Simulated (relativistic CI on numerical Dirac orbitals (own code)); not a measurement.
d1 to d9 in one octahedral field

Computed with a parametric ligand-field model without spin-orbit coupling, by exact diagonalisation: B = 470, C = 2080, 10Dq = 33400 cm⁻¹ (Oh; |10Dq|/B = 71.1) for every shell. Energies in cm⁻¹; the field energy is (0.6 n_e − 0.4 n_t2) × 10Dq of the ground term; g labels are left out. So small a B with so large a field is typical of 4d and 5d ions, where spin-orbit coupling, left out here, reaches 1,000 to 4,000 cm⁻¹.

| Shell | Ground term | Electrons in e | Field energy | First spin-allowed bands | Lowest term of other spin |
| --- | --- | --- | --- | --- | --- |
| d1 | 2T2 | 0.000 | -13360 | 2E 33400 |  |
| d2 | 3T1 | 0.006 | -26536 | 3T2 32200, 3T1 38050 | 1T2 7110 |
| d3 | 4A2 | 0.000 | -40080 | 4T2 33400, 4T1 38770 | 2E 10055 |
| d4 | 3T1 | 0.009 | -53125 | 3E 31300, 3T1 31822 | 1T2 6310 |
| d5 | 2T2 | 0.018 | -66186 | 2A2 30562, 2T1 30728 | 4T1 23356 |
| d6 | ? | ? | ? | ? | ? |
| d7 | 2E | 1.009 | -59810 | 2T1 31663, 2T2 32215 | 4T1 23363 |
| d8 | 3A2 | 2.000 | -40080 | 3T2 33400, 3T1 38770 | 1E 7881 |
| d9 | 2E | 3.000 | -20040 | 2T2 33400 |  |

Problem. Fill in the row of d6.

Solution. Ground term: 1A1; Electrons in e: 0.015; Field energy: -79669; First spin-allowed bands: 1T1 31771, 1T2 38695; Lowest term of other spin: 3T1 27433. Low spin: d4, d5, d6, d7; the other shells keep the spin of the free ion. Only d4 to d7 can choose; the field needed to pair spins is smallest for d6 and largest for d5, which loses most exchange energy. In the strong-field picture 10Dq must exceed about 6B + 5C = 13220 (d4), 7.5B + 5C = 13925 (d5), 2.5B + 4C = 9495 (d6) and 4B + 4C = 10200 (d7); mixing of terms shifts these bounds somewhat.
